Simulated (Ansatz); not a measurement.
Basis sets compared for SbH2(OtBu) (C₄H₁₁OSb). The state is a singlet with charge 0. Geometry PBE-D4/def2-SVP. Ansatz on 4 threads of Intel Xeon Platinum 8259CL on a shared host; times are rough, and most runs start from earlier orbitals.

Cartesian coordinates in Å:
```
C -0.176 0.222 0.152
C -0.825 0.479 -1.218
C -1.193 0.478 1.276
C 1.060 1.118 0.343
O 0.167 -1.162 0.306
Sb 1.493 -2.042 -0.974
H 2.211 -2.974 0.308
H 0.431 -3.379 -1.327
H -1.175 1.527 -1.317
H -0.101 0.295 -2.042
H -1.692 -0.196 -1.362
H -2.069 -0.190 1.152
H -1.542 1.530 1.269
H -0.733 0.260 2.259
H 1.806 0.943 -0.461
H 1.543 0.897 1.317
H 0.794 2.194 0.319
```

In the def2 sets Sb takes a core potential; there is no spin–orbit coupling. Another isomer (singlet) lies 0.33 eV lower at PBE0-D4/def2-TZVP; other spin states weren't run for this one.

Binding counts from free atoms (C triplet, O triplet, Sb quartet, H doublet) in the same basis, without a counterpoise term.

```tsv
level	functions	energy (Eh)	HOMO (eV)	LUMO (eV)	binding per atom (eV)	wall time
PBE-D4/def2-SVP	151	-474.0317	-5.67	-1.66	3.88	2 s
PBE0-D4/def2-SVP	151	-474.0726	-7.01	-0.87	3.82	2.7 s
```

Question: Estimate the rows for PBE-D4/def2-TZVP (with forces), PBE0-D4/def2-TZVP.

Answer: 
| level | functions | energy (Eh) | HOMO (eV) | LUMO (eV) | binding per atom (eV) | wall time |
| --- | --- | --- | --- | --- | --- | --- |
| PBE-D4/def2-TZVP (with forces) | 271 | -474.3069 | -5.90 | -1.87 | 3.86 | 4.2 s |
| PBE0-D4/def2-TZVP | 271 | -474.3419 | -7.14 | -1.08 | 3.79 | 5.5 s |
